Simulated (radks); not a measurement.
Species: La. Configuration: [Xe] 5d1 6s2.

Calculated with a radial shooting solver on a logarithmic mesh with Libxc functionals: scalar-relativistic Kohn-Sham, BLYP, spin-polarised, spherical densities, finite nucleus; open shells are filled with parallel spins first (spin-orbit coupling, left out, can overturn this in heavy ions); Fermi nuclear charge, rms radius 4.855 fm.

Energy parts (eV):
part                      energy
total                 -231123.92
kinetic                244464.47
electron-nucleus      -559295.82
Hartree                 89253.56
exchange-correlation    -5546.12

Orbitals (lengths in bohr, moments of r in powers of bohr; r(max) is where P^2 peaks; r(90%) holds 90 % of the orbital's charge):
| orbital | occ. | eigenvalue (eV) | r(max) | r(90%) | <r^2> | <1/r> |
|---|---|---|---|---|---|---|
| 1s up | 1 | -38753.31 | 0.01608 | 0.0452 | 0.0008537 | 62.01 |
| 1s down | 1 | -38753.32 | 0.01608 | 0.0452 | 0.0008537 | 62.01 |
| 2s up | 1 | -6169.096 | 0.09094 | 0.166 | 0.01362 | 14.28 |
| 2s down | 1 | -6169.070 | 0.09094 | 0.166 | 0.01362 | 14.28 |
| 2p up | 3 | -5529.786 | 0.07312 | 0.153 | 0.01084 | 13.55 |
| 2p down | 3 | -5529.766 | 0.07312 | 0.153 | 0.01084 | 13.55 |
| 3s up | 1 | -1319.020 | 0.2604 | 0.419 | 0.09296 | 5.170 |
| 3s down | 1 | -1319.007 | 0.2604 | 0.419 | 0.09296 | 5.170 |
| 3p up | 3 | -1114.861 | 0.2548 | 0.424 | 0.09298 | 4.900 |
| 3p down | 3 | -1114.847 | 0.2548 | 0.424 | 0.09298 | 4.900 |
| 3d up | 5 | -821.3206 | 0.2100 | 0.407 | 0.07972 | 4.647 |
| 3d down | 5 | -821.2990 | 0.2100 | 0.407 | 0.07972 | 4.647 |
| 4s up | 1 | -265.9953 | 0.6081 | 0.940 | 0.4828 | 2.151 |
| 4s down | 1 | -265.9535 | 0.6081 | 0.940 | 0.4828 | 2.151 |
| 4p up | 3 | -199.5969 | 0.6352 | 1.01 | 0.5462 | 1.984 |
| 4p down | 3 | -199.5590 | 0.6352 | 1.01 | 0.5462 | 1.984 |
| 4d up | 5 | -103.5265 | 0.6715 | 1.15 | 0.6838 | 1.724 |
| 4d down | 5 | -103.4879 | 0.6716 | 1.15 | 0.6835 | 1.724 |
| 5s up | 1 | -38.7944 | 1.407 | 2.24 | 2.726 | 0.8500 |
| 5s down | 1 | -38.5242 | 1.405 | 2.23 | 2.713 | 0.8526 |
| 5p up | 3 | -22.2844 | 1.586 | 2.64 | 3.706 | 0.7238 |
| 5p down | 3 | -21.9276 | 1.582 | 2.63 | 3.688 | 0.7265 |
| 5d up | 1 | -3.0667 | 2.235 | 4.74 | 10.72 | 0.4416 |
| 5d down | 0 | -2.6774 | 2.237 | 4.90 | 11.32 | 0.4351 |
| 6s up | 1 | -3.6169 | 3.752 | 6.44 | 21.79 | 0.2883 |
| 6s down | 1 | -3.3942 | 3.804 | 6.59 | 22.70 | 0.2820 |

The highest occupied level is 5d up at -3.067 eV. Spin moment in Bohr magnetons: 1. The spin density at the nucleus is -0.131 e/bohr^3 (1s 0.001, 2s -0.081, 3s -0.008, 4s 0.127, 5s -1.223, 6s 1.054). The electron density at the nucleus is 3.65e+05 e/bohr^3 (large components only).
